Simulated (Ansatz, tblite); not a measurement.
Forces on the cluster Cu₄O⁺ at its B3LYP-D4/def2-SVP geometry. The state is a doublet with charge 1.

The xTB rows come from tblite. The structure comes from a short search, and lower isomers may exist.

GFN1-xTB (tblite), largest force 0.77 eV/Å:

```xyz
5
positions Å, forces eV/Å
O    -0.710   -0.612   -0.852    0.434    0.374    0.521
Cu   -1.250    0.896    0.142    0.452   -0.495   -0.194
Cu    1.000    0.861    1.200   -0.238   -0.205   -0.286
Cu    0.942    0.225   -1.203   -0.531   -0.194    0.409
Cu    0.017   -1.370    0.713   -0.116    0.520   -0.450
```

GFN2-xTB (tblite), largest force 1.06 eV/Å:

```
O 0.592 0.510 0.711
Cu 0.350 -0.454 -0.209
Cu -0.317 -0.273 -0.381
Cu -0.490 -0.197 0.306
Cu -0.135 0.414 -0.428
```

PBE-D4/def2-TZVP (Ansatz), largest force 0.18 eV/Å:

```
O 0.017 0.014 0.020
Cu 0.122 -0.127 -0.047
Cu 0.025 0.021 0.030
Cu -0.136 -0.048 0.112
Cu -0.027 0.140 -0.114
```
